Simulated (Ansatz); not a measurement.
Total energies of `CN(C)c1ccc(/C=C/c2ccc(/C=C/c3ccc(/C=C/C#N)cc3)cc2)cc1` from Ansatz at PBE-D4/def2-TZVP, gas phase (1 Eh = 27.2114 eV = 2625.5 kJ/mol). The reference geometry is relaxed at PBE-D4/def2-SVP.

```tsv
state	geometry	energy (Eh)
charge 0 singlet	reference	-1151.77149
charge 1 doublet	reference	-1151.54828
charge -1 doublet	reference	-1151.83559
free C atom (triplet)	–	-37.79597
free N atom (quartet)	–	-54.53214
free H atom (doublet)	–	-0.49962
```

Single mean-field runs in def2-TZVP are fitted with def2-universal-jkfit.

**Question.** Work out the vertical ionisation energy to the doublet.

**Answer.** E(charge 1 doublet) − E(charge 0 singlet) = -1151.54828 − (-1151.77149) = 0.22321 Eh = 6.07 eV. For comparison, −ε of the highest occupied level is 4.57 eV at this level, 1.50 eV less.

**Question.** Work out the vertical electron affinity, to the doublet.

**Answer.** E(charge 0 singlet) − E(charge -1 doublet) = -1151.77149 − (-1151.83559) = 0.06410 Eh = 1.74 eV. The basis lacks diffuse functions, which makes affinities too small.

**Question.** Give the fundamental gap IE − EA, the Mulliken electronegativity (IE + EA)/2 and the hardness (IE − EA)/2.

**Answer.** From the values in Eh: IE − EA = 0.22321 − 0.06410 = 0.15911 Eh = 4.33 eV; (IE + EA)/2 = 3.91 eV; (IE − EA)/2 = 2.16 eV. The HOMO–LUMO gap of the same run is 1.43 eV, 2.90 eV smaller than the fundamental gap.

**Question.** What is the binding energy per atom against free atoms?

**Answer.** Atoms: 27 × (-37.79597) + 2 × (-54.53214) + 24 × (-0.49962) = -1141.54635 Eh. Binding: -1141.54635 − (-1151.77149) = 10.22514 Eh = 278.24 eV, or 5.25 eV for each of 53 atoms (no zero-point energy, no counterpoise term).
